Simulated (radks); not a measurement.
Values are calculated unless marked as measured or tabulated.
Neutral samarium inside a hard spherical wall (all orbitals vanish at R), configuration held at [Xe] 4f6 6s2 and not refilled when levels cross. Level of theory: scalar-relativistic Kohn-Sham, PBE, spin-unpolarised, spherical densities, finite nucleus; Fermi nuclear charge, rms radius 5.0819 fm (a radial shooting solver on a logarithmic mesh with Libxc functionals). Eigenvalues in eV, with the zero of energy where the potential of the charges vanishes at infinity; a dash marks a level that is unbound or too diffuse for the functional's potential to be trusted. A positive occupied level is held by the wall or, in an anion where self-interaction has pushed it up, behind a barrier. The pressure on the wall is -dE/dV.

R (bohr),E (hartree),kinetic (hartree),e(5s),e(5p),e(6s),e(4f),"e(5d, empty)","e(6p, empty)",pressure (GPa)
free,-10426.5288,11143.884,-43.263,-23.233,-3.583,-2.473,-1.683,-1.209,0
12,-10426.5283,11143.890,-43.217,-23.188,-3.548,-2.428,-1.640,-1.088,0.00822
10,-10426.5253,11143.913,-43.057,-23.029,-3.418,-2.271,-1.494,-0.795,0.0757
8,-10426.5072,11144.021,-42.481,-22.464,-2.870,-1.704,-0.962,0.211,0.712
7,-10426.4756,11144.173,-41.839,-21.840,-2.122,-1.066,-0.336,1.463,2.29
5,-10426.1837,11145.313,-38.865,-19.022,3.115,2.024,3.026,9.385,32.5
4,-10425.5032,11147.874,-34.982,-15.318,13.040,6.427,8.180,22.920,180
3,-10422.5320,11158.838,-24.269,-4.024,47.403,19.405,24.192,64.845,1610
2.5,-10417.3315,11176.611,-10.356,11.958,95.975,35.341,46.119,119.99,6170
2,-10402.2506,11223.916,23.963,52.353,210.76,67.743,98.765,244.87,30000
1.5,-10347.5983,11384.659,139.73,184.80,534.45,146.00,254.73,583.95,218000
